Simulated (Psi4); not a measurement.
C$_{3}$H$_{7}$O, doublet, geometry from GFN2-xTB, with bond 9-3 at 1.3 times its length. Base run: CAM-B3LYP/def2-SVP (Psi4 1.11).

Psi4 was given this input:
```
memory 2 GB

molecule mol {
0 2
  C    -1.153561   -0.849731    0.007850
  C    -0.057857    0.220170   -0.206277
  C     1.362176   -0.391880   -0.209078
  O    -0.194521    1.310222    0.509493
  H    -1.025584   -1.277119    0.999685
  H    -1.076431   -1.637088   -0.736138
  H    -2.138075   -0.392715   -0.042456
  H    -0.211267    0.560326   -1.267458
  H     1.616823   -0.931418    1.072695
  H     1.443173   -1.178534   -0.953400
  H     2.101742    0.378909   -0.408049
}

set basis def2-svp
set reference uks

energy('cam-b3lyp')
print_variables()
```

The base run was repeated with changes; each row names its change, and settings that it needs were set with it.

| change | ΔE vs base (µEh) | SCF cycles | grid points | basis functions | outcome |
|---|---|---|---|---|---|
| base | 0.0 | 15 | 235363 | 91 | converged |
| dft_radial_points = 35 | -8.1 | 15 | 111837 | 91 | converged |
| e_convergence = 1e-10 | -0.1 | 19 | 235363 | 91 | converged |
| basis_guess = sto-3g | -0.1 | 13 | 235363 | 91 | converged |
| level_shift = 0.3 | 0.0 | 15 | 235363 | 91 | converged |
| scf_type = out_of_core | 76.5 | 15 | 235363 | 91 | converged |
| e_convergence = 1e-8 | -0.1 | 17 | 235363 | 91 | converged |
| scf_type = dfdirj+link | - | - | - | - | input refused |
| scf_type = pk | 76.5 | 15 | 235363 | 91 | converged |
| guess = sadno | -0.1 | 17 | 235363 | 91 | converged |
| scf_initial_accelerator = ediis | 0.0 | 15 | 235363 | 91 | converged |
| dft_spherical_points = 110 | 194 | 15 | 85837 | 91 | converged |
| dft_spherical_points = 434 | 7.0 | 15 | 338021 | 91 | converged |

Open shells are given as the SCF converged; they aren't shown to be the lowest states, and a large step between rows can be another state.

- scf_type = dfdirj+link: ended with `psi4.driver.p4util.exceptions.ValidationError: SCF: SCF_TYPE (DFDIRJ+LINK) not supported for range-separated functionals, plese use SCF_TYPE = 'DF' to automatically select the correct JK build.`
